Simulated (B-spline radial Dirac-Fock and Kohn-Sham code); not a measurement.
# Radiative decay of the L3 hole in Ce⁺

System: the Ce⁺ ion, [Xe] 4f1 5d2.

Level of theory: one-electron (LDA, Dirac) transition rates at Dirac-Fock energies; a radial finite-basis atomic code.

| line | multipole | energy (eV) | width (meV) | share (%) |
| --- | --- | --- | --- | --- |
| L3-M1 | E1 | 4283.0 | 11.7 | 3.06 |
| L3-M4 | E1 | 4821.1 | 31.9 | 8.34 |
| L3-M5 | E1 | 4839.5 | 282 | 73.9 |
| L3-N1 | E1 | 5424.0 | 2.74 | 0.717 |
| L3-N4 | E1 | 5611.4 | 5.21 | 1.36 |
| L3-N5 | E1 | 5614.7 | 46.6 | 12.2 |
| L3-O1 | E1 | 5684.7 | 0.514 | 0.135 |
| L3-O4 | E1 | 5727.4 | 0.0915 | 0.0239 |
| L3-O5 | E1 | 5727.6 | 0.813 | 0.213 |

The listed lines hold 99.9 % of the radiative rate. The radiative width is 0.382 eV in the length form and 0.387 eV in the velocity form; the two differ because the transition energies are not eigenvalue differences of the potential that gave the orbitals.

Values without a named source are computed, but for edge energies of neutral atoms, which are taken from tables.
